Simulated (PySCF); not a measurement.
Si(H)(I)(Me)2 (C2H7ISi), SMILES C[SiH](C)I. The structure is a stationary point at B3LYP-D3(BJ)/def2-SVP. The def2 effective core potentials stand for the cores of I; spin–orbit coupling is left out.

Computed with B3LYP-D3(BJ)/def2-SVP (PySCF).

Harmonic wavenumbers (cm⁻¹): 156, 164, 166, 179, 222, 334, 625, 649, 693, 700, 774, 861, 883, 910, 1268, 1273, 1423, 1428, 1430, 1440, 2227, 3028, 3029, 3119, 3120, 3139, 3139. Rotational constants (GHz): 5.264, 1.433, 1.209; symmetry number 1.

Work out the zero-point energy and the ideal-gas rigid-rotor harmonic-oscillator thermochemistry at 298.15 K and 1 atm.

ZPE = ½ Σ hcν = ½ × 36381 cm⁻¹ = 217.61 kJ/mol. H − E(el) = 238.52 kJ/mol. Entropy in J/(mol K): translation 173.92, rotation 116.97, vibration 64.02, total 354.91. G − E(el) = 132.70 kJ/mol. Cp = 106.49 J/(mol K).
